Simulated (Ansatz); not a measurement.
`C[O][SnH2][NH2]` + Cl• → `C[O][SnH][NH2]`• + HCl  (hydrogen abstraction from the Sn–H bond)

Computed with Ansatz on PBE0-D4/def2-TZVP structures; ΔE is electronic, products minus reactants. CBS: MP2 limit from def2 TZ/QZ plus the TZ coupled-cluster correction, frozen cores. This one scheme is used for every species, atoms too. DFT in def2-TZVPP. Open shells (•) are unrestricted, without spin–orbit coupling. Spin–orbit coupling would lower the free atoms: a little for Cl. def2 core potentials past Kr. For Sn outer-core shells are correlated without core-valence functions, so the limit isn't a true one: a few kJ/mol of doubt a bond, and 10 to 20 or more in all where bonds break to atoms. One conformer a species, not always the lowest.

```tsv
level	ΔE (kJ/mol)	difference from CCSD(T)/CBS
PBE-D4	-158.5	-36.9
PBE0-D4	-137.4	-15.8
ωB97X-V	-119.4	2.2
ωB97M-V	-130.5	-8.9
B2PLYP	-130.2	-8.6
PBE	-159.7	-38.1
r2SCAN	-148.5	-26.9
HF/def2-TZVPP	-70.0	51.6
MP2/def2-TZVPP	-125.1	-3.5
CCSD(T)/def2-TZVPP	-114.8	6.8
HF/def2-QZVPP	-71.1	50.5
MP2/def2-QZVPP	-129.4	-7.8
SCS-MP2/def2-QZVPP	-117.2	4.4
HF/CBS(def2)	-71.3	50.3
MP2/CBS(def2)	-131.9	-10.3
CCSD/CBS(def2)	-114.9	6.7
CCSD(T)/CBS	-121.6	0
```

Largest T1 diagnostic among the species: 0.018.

In def2-TZVPP, CCSD(T) changes the Hartree–Fock value by −44.8 kJ/mol (the triples alone add −6.7 kJ/mol) and MP2 by −55.1 kJ/mol. From PBE to PBE0 (25 % exact exchange), in def2-TZVPP and without D4, ΔE moves by +21.2 kJ/mol.

CCSD(T)/CBS has its own doubt, a few kJ/mol and more with outer-core shells, so smaller differences from it don't rank the levels.
